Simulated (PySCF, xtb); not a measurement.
Sn(F)2(Cl)(NH2) (ClF2H2NSn), SMILES [NH2][Sn]([F])([F])[Cl]. Other conformers were not sampled.

Harmonic wavenumbers (cm⁻¹) from GFN2-xTB in xtb at its own minimum, in rising order: 46, 79, 97, 104, 110, 127, 284, 380, 409, 491, 789, 793, 1416, 3325, 3357.

**Question.** What does PBE-D3(BJ)/def2-SVP in PySCF 2.14.0 give at its own minimum? (An estimate is asked for; the answer gives what the named calculation found.)

**Answer.** 39, 116, 136, 143, 158, 168, 378, 539, 613, 628, 694, 886, 1482, 3381, 3484. Paired by order, the mean absolute difference is 83 cm⁻¹ and the zero-point energies are 16.9 and 18.4 kcal/mol.
